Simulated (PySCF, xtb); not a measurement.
2-fluoro-2-methylpropane (C4H9F), SMILES CC(C)(C)F.

Harmonic wavenumbers (cm⁻¹) from GFN2-xTB (xtb) at its own minimum, in rising order: 141, 205, 206, 320, 320, 394, 447, 448, 778, 887, 951, 951, 961, 1029, 1029, 1201, 1253, 1253, 1395, 1395, 1414, 1466, 1482, 1482, 1485, 1485, 1504, 3037, 3043, 3043, 3047, 3047, 3048, 3051, 3052, 3059.

Task: What does PBE0-D3(BJ)/def2-SVP (PySCF) give at its own minimum? (An estimate is asked for; the answer gives what the named calculation found.)

Result: 193, 256, 256, 337, 337, 408, 465, 465, 777, 923, 923, 938, 947, 1035, 1035, 1242, 1281, 1282, 1389, 1389, 1401, 1435, 1453, 1453, 1468, 1468, 1491, 3062, 3062, 3067, 3164, 3164, 3165, 3168, 3168, 3171. Paired by order, the mean absolute difference is 38 cm⁻¹ and the zero-point energies are 76.2 and 77.5 kcal/mol.
